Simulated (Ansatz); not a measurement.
A nudged elastic band was laid between two geometries of CH$_{8}$AlFOSi (13 atoms, charge 0, multiplicity 1).

Computed with Ansatz 0.2.0, RKS PBE-D4/def2-SVP.

```json
{"movable images": "9", "climbing image": "yes", "spring": "5.0 eV/Å²", "optimiser": "quadratic models (default)", "start path": "through a guess of the saddle point", "force threshold": "0.2 eV/Å", "iteration limit": "57", "end points": "relaxed"}
```

First end point:

```xyz
13
Properties=species:S:1:pos:R:3
Al -0.607 -0.181 -0.278
Si 1.038 -0.378 1.593
C 0.002 -0.243 -2.130
O -2.265 -0.569 0.029
H 0.221 1.650 0.974
F -0.422 1.810 0.233
H 2.488 -0.686 1.313
H 1.135 1.138 1.980
H 0.682 -0.983 2.929
H 0.159 -1.296 -2.446
H -0.757 0.193 -2.812
H 0.959 0.294 -2.292
H -2.633 -0.750 0.907
```

Last end point:

```xyz
13
Properties=species:S:1:pos:R:3
Al -0.857 0.575 -0.577
Si 1.103 -0.216 1.775
C -0.076 -0.233 -2.160
O -1.639 -0.416 0.609
H 0.963 0.566 0.473
F -1.125 2.239 -0.471
H 2.532 0.009 2.190
H 0.185 0.371 2.801
H 0.866 -1.667 1.514
H 0.248 -1.274 -1.955
H -0.812 -0.267 -2.990
H 0.801 0.343 -2.520
H -2.189 -0.030 1.309
```

Task: Which bonds break or form, and what moves?

Result: Bonds broken: Al1–Si2, H5–F6. Bonds formed: Si2–H5. CH8AlFOSi becomes CH4AlFO + H4Si.

Task: Give the energies along the band, and the barrier.

Result: It converged. The highest image is number 3 of 0 to 10, 4.0 kcal/mol above the first end and 37.4 kcal/mol above the last; the last end lies 33.5 kcal/mol below the first. The threshold of 0.2 eV/Å is loose, so the images may lie well off the minimum-energy path. Another band between the same ends (9 images) ends at a top of the same energy, where a vibrational analysis finds 1 clearly imaginary mode. The orbitals stay closed-shell, which can raise the energy where a bond breaks towards radicals; this wasn't checked here.

| image | path coordinate (Å) | energy (kcal/mol) | Al1–Si2 (Å) | H5–F6 (Å) | Si2–H5 (Å) |
| --- | --- | --- | --- | --- | --- |
| 0 | 0.00 | 0.0 | 2.50 | 0.99 | 2.27 |
| 1 | 0.57 | 0.5 | 2.49 | 0.99 | 2.28 |
| 2 | 1.15 | 2.2 | 2.51 | 0.97 | 2.32 |
| 3 | 1.72 | 4.0 | 2.60 | 1.06 | 2.07 |
| 4 | 2.51 | -21.0 | 2.96 | 1.79 | 1.56 |
| 5 | 3.29 | -30.9 | 3.32 | 2.42 | 1.51 |
| 6 | 4.08 | -31.3 | 3.27 | 2.63 | 1.52 |
| 7 | 4.86 | -31.7 | 3.27 | 2.62 | 1.52 |
| 8 | 5.65 | -32.3 | 3.23 | 2.68 | 1.52 |
| 9 | 6.43 | -33.2 | 3.17 | 2.75 | 1.52 |
| 10 | 7.22 | -33.5 | 3.16 | 2.84 | 1.53 |

Task: What is the geometry of the highest image?

Result: 
```xyz
13
Properties=species:S:1:pos:R:3
Al -0.675 0.050 -0.300
Si 1.085 -0.132 1.612
C 0.064 -0.313 -2.062
O -2.255 -0.517 0.080
H 0.070 1.491 0.822
F -0.584 1.974 0.144
H 2.443 -0.392 1.012
H 1.290 0.882 2.720
H 0.621 -1.390 2.306
H 0.380 -1.376 -2.131
H -0.692 -0.141 -2.856
H 0.953 0.312 -2.286
H -2.699 -0.447 0.938
```

Run time: 11 min on 2 threads of Intel(R) Xeon(R) Processor @ 2.50GHz (Skylake/Cascade Lake), on a shared host, peak memory 0.18 GiB.
